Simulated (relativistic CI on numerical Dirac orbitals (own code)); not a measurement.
Calculated at this level of theory: Dirac-Coulomb-Breit CI, separate exchange-only KLI orbitals for each configuration, model QED (radiative potential, 1s self-energy scaled to tabulated hydrogen-like ionisation energies), unscaled Slater integrals (own radial code, finite nucleus).

The strongest absorption lines from the ground level of an ion, among the configurations computed and to levels below about 734 eV (vacuum wavelength in Å, gf): 23.529 (0.14), 23.599 (0.024), 29.750 (0.0056), 30.332 (0.0023), 32.388 (0.33), 32.580 (0.14), 205.90 (0.68), 310.23 (0.0083).

(1) Which ion is it?
A. Br²³⁺
B. Cu¹⁷⁺
C. Ga¹⁹⁺
D. Ga¹⁷⁺

Results:

(1) C. Ga¹⁹⁺ has 12 electrons and the ground level 3s2 1S_0; the strongest line goes to 3s.3p 1P°_1. The pattern of lines fixes the number of electrons, and along that sequence the line energies rise steadily with the charge (about as its square where n changes within one kind of shell, about linearly where n is kept but much faster in heavy ions where fine structure, which grows about as Z⁴, sets the gap, and irregularly where shells cross), which fixes Z. Configurations outside the model, such as inner-shell arrays, can give stronger lines. At this charge energies of transitions that change n are usually good to better than 1 %, and those within a shell (Δn = 0) to a few per cent.

LS names give the leading component of a level, which can be under half, so a name can repeat, a term be missing and a line seem to break the LS rules.
